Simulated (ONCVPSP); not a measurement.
## Potentials for Ta compared

Generated with ld1.x 7.5 (TM, RRKJ, ultrasoft, PAW), atompaw 4.2 or ONCVPSP 4.0.1. The cutoff is in Ry: for ld1.x and atompaw files where the sum of valence levels is converged to 10 mRy in a Bessel basis, for ONCV files where the hardest occupied wave has 1 mHa per electron of residual kinetic energy. The error is the largest all-electron minus pseudo excitation energy over each file’s own four to seven test configurations (ionisations up to +4, promotions, holes and added fractions of an electron), all of which were solved. The labels leave out finer settings (local radius, basis sizes, second energies), which also bear on the numbers. Spin-polarised tests are not counted. The rows are a selection from randomly drawn settings: files with unsolved tests, undetermined cutoffs or missed reference levels are left out.

A true bound ghost makes a file unfit for plane-wave use even where its test errors are small: the radial tests pick states by their node count and pass the ghost by.

```tsv
potential	cutoff (Ry)	largest error (meV)	bound ghosts
ONCV, PBE, scalar-relativistic, rc 2.00/1.55/2.65 (spd), local smoothed, core correction no, reference 5s2 5p6 5d3 6s2, qcut 7/11.1/6.9, projectors 2/2/1	71	+7.8	none
ONCV, PBE, scalar-relativistic, rc 1.60/1.60/1.95 (spd), local smoothed, core correction yes, reference 5s2 5p6 5d3 6s1.5, qcut 6/10.2/4.3, projectors 2/2/3	60	-13	none
ONCV, PW91, fully relativistic, rc 3.00/1.55/2.80 (spd), local smoothed, core correction yes, reference 5p6 5d3 6s1.75, qcut 2.5/8/4.9, projectors 1/1/2	49	-26	s
```

Problem. Fill in the row for Ta: ONCV, BLYP, scalar-relativistic, rc 1.45/2.05/2.25 (spd), local smoothed, core correction yes, reference 5s2 5p6 5d3 6s2, qcut 8/5.7/7.3, projectors 2/2/2.

Solution. cutoff 50 Ry, largest error -129 meV, bound ghosts: none.

Problem. Fill in the row for Ta: ONCV, PBEsol, fully relativistic, rc 1.45/2.15/2.60 (spd), local smoothed, core correction yes, reference 5s2 5p6 5d3 6s1.5, qcut 7.7/6/6.2, projectors 2/2/2.

Solution. cutoff 46 Ry, largest error -2.9 meV, bound ghosts: d3/2.
